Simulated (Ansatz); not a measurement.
Computed with Ansatz on PBE0-D4/def2-TZVP structures; ΔE is electronic, products minus reactants. CBS: MP2 limit from def2 TZ/QZ plus the TZ coupled-cluster correction, frozen cores. Functionals use def2-TZVPP. For Br, Sc outer-core shells are correlated without core-valence functions, which leaves a few kJ/mol of doubt a bond. Scalar relativity is left out up to krypton. Each species was taken in one conformer, which may not be the lowest.

Consider the ligand exchange at the Si–C bond: `[SiH3]C(Cl)Br` + `[NH2][Sc]([OH])[OH]` → `[NH2][Sc]([OH])[O][SiH3]` + `ClCBr`.

`[SiH3]C(Cl)Br`:

Cartesian coordinates in Å:
```
Si 0.419 -0.726 -0.519
C -0.519 0.568 0.497
Cl 0.136 0.637 2.139
Br -0.391 2.285 -0.408
H -0.183 -0.786 -1.873
H 1.838 -0.311 -0.584
H 0.283 -2.038 0.162
H -1.584 0.370 0.585
```

`[NH2][Sc]([OH])[OH]`:

Cartesian coordinates in Å:
```
N 0.567 -1.310 -0.831
Sc -0.115 0.265 0.168
O -1.333 -0.090 1.549
O 0.532 1.939 -0.375
H 0.320 -2.277 -0.665
H 1.226 -1.291 -1.599
H -1.951 -0.089 2.273
H 0.754 2.853 -0.518
```

`[NH2][Sc]([OH])[O][SiH3]`:

```xyz
11

N     1.975   -0.988    1.230
Sc    0.060   -0.737    0.795
O    -1.168   -1.745    1.780
O    -0.366    0.508   -0.584
Si   -0.810    1.555   -1.743
H     2.755   -0.517    0.789
H     2.353   -1.608    1.935
H    -1.934   -2.159    2.164
H    -0.838    2.947   -1.214
H    -2.169    1.232   -2.264
H     0.143    1.513   -2.888
```

`ClCBr`:

Z-matrix (Å, degrees):
```
C
Cl 1 1.755
Br 1 1.930 2 113.3
H 1 1.085 2 108.8 3 -119.0
H 1 1.085 2 108.8 3 119.0
```

```
                   species  PBE-D4 energy (Eh)
           `[SiH3]C(Cl)Br`         -3363.61283
     `[NH2][Sc]([OH])[OH]`          -968.14229
`[NH2][Sc]([OH])[O][SiH3]`         -1258.73021
                   `ClCBr`         -3073.06545
```

Q: Work out ΔE.

A: ΔE = (-1258.73021) + (-3073.06545) − (-3363.61283) − (-968.14229) = -0.04054 Eh = -1.10 eV. CCSD(T)/CBS gives -1.23 eV.

Largest T1 diagnostic among the species: 0.016.

The D4 term adds +0.07 eV with B3LYP and +0.03 eV with PBE0; it sums over pairs of atoms, weighted by their polarisabilities, and B3LYP, whose exchange is more repulsive, gets the larger term. In def2-TZVPP, CCSD(T) changes the Hartree–Fock value by +0.30 eV (the triples alone add +0.04 eV) and MP2 by +0.32 eV. From PBE to PBE0 (25 % exact exchange), in def2-TZVPP and without D4, ΔE moves by −0.07 eV.

B3LYP here is the variant with VWN-RPA as its local correlation; programs differ in this.
